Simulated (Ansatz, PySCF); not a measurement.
This PySCF input computes a CCSD(T)/cc-pVDZ energy:

```python
from pyscf import gto, scf, mp, cc as ccmod

mol = gto.M(
    atom='''
    B     0.12490355    0.00152673    0.00165422
    F    -0.01234210   -0.13899340    1.40736374
    C     1.41933303    0.08265623   -0.64326073
    C    -1.31298531    0.05309354   -0.71832685
    H     1.52675442    0.19049945   -1.72179615
    H     2.36702024    0.04248472   -0.10603574
    H    -1.92306983    0.89058084   -0.35049822
    H    -1.89943706   -0.85615341   -0.52280112
    H    -1.22279289    0.16139671   -1.80388807
    ''',
    basis='cc-pvdz',
    charge=-1,
    spin=0,
    verbose=4,
)

mf = scf.RHF(mol)
mf.conv_tol = 1e-10
mf.max_cycle = 100
mf.kernel()
mp2 = mp.MP2(mf, frozen=4).run()
cc = ccmod.CCSD(mf, frozen=4)
cc.max_cycle = 100
cc.kernel()
et = cc.ccsd_t()
print(f'E(CCSD(T)) = {cc.e_tot + et:.9f}')
```

Task: Write an input for the same energy in Ansatz (a quantum-chemistry and plane-wave program) and say what it gives.

Result: 
Ansatz 0.2 input:
```yaml
crystal:
  periodic: [false, false, false]
  atoms:
    - {symbol: B, position_ang: [0.12490355, 0.00152673, 0.00165422]}
    - {symbol: F, position_ang: [-0.01234210, -0.13899340, 1.40736374]}
    - {symbol: C, position_ang: [1.41933303, 0.08265623, -0.64326073]}
    - {symbol: C, position_ang: [-1.31298531, 0.05309354, -0.71832685]}
    - {symbol: H, position_ang: [1.52675442, 0.19049945, -1.72179615]}
    - {symbol: H, position_ang: [2.36702024, 0.04248472, -0.10603574]}
    - {symbol: H, position_ang: [-1.92306983, 0.89058084, -0.35049822]}
    - {symbol: H, position_ang: [-1.89943706, -0.85615341, -0.52280112]}
    - {symbol: H, position_ang: [-1.22279289, 0.16139671, -1.80388807]}
basis:
  gaussian:
    orbitals: cc-pVDZ
total_charge: -1
magnetization: {spin_polarized: false}
correlation: {method: ccsd_t, electrons: outside_noble_gas}
```
It gives -203.43448 Eh, and PySCF -203.43448 Eh, a difference of 0.00 mEh.

It need not be the lowest isomer of its formula. Whether it binds its extra electron was not tested at this geometry.
